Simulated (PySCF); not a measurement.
**Working out the ionisation energy of Ti⁺**

Ti⁺ [Ar] 3d2 4s1 (4F) → Ti²⁺ [Ar] 3d2 (3F). All numbers are calculated (PySCF 2.14, no relativity, point nucleus, in cc-pVDZ (6s5p3d1f, 43 functions)). Frozen: [Ar]. Energies in hartree (1 hartree = 27.21139 eV):

```
             part  Ti⁺ (lower)  Ti²⁺ (upper)
              UHF  -848.206624   -847.733785
MP2 opposite-spin     0.000000      0.000000
    MP2 same-spin    -0.007913     -0.002670
```

Problem. What does Hartree-Fock give?

Solution. (-847.733785) − (-848.206624) = 0.472839 hartree = 12.867 eV.

Problem. What do MP2 and SCS-MP2 (6/5 opposite-spin, 1/3 same-spin) give?

Solution. The opposite-spin parts differ by 0.000 eV and the same-spin parts by 0.143 eV. MP2: 12.867 + (0.000) + (0.143) = 13.010 eV. SCS-MP2: 12.867 + 1.2 × (0.000) + (0.143)/3 = 12.915 eV.

Reference: 13.575 eV (measured; NIST Atomic Spectra Database, ionization energies), between the lowest levels; spin-orbit coupling is absent from the calculation.

The calculation is non-relativistic.

A double-zeta basis recovers only part of the correlation energy.

What remains against the reference includes basis incompleteness, the frozen core and correlation beyond second order.
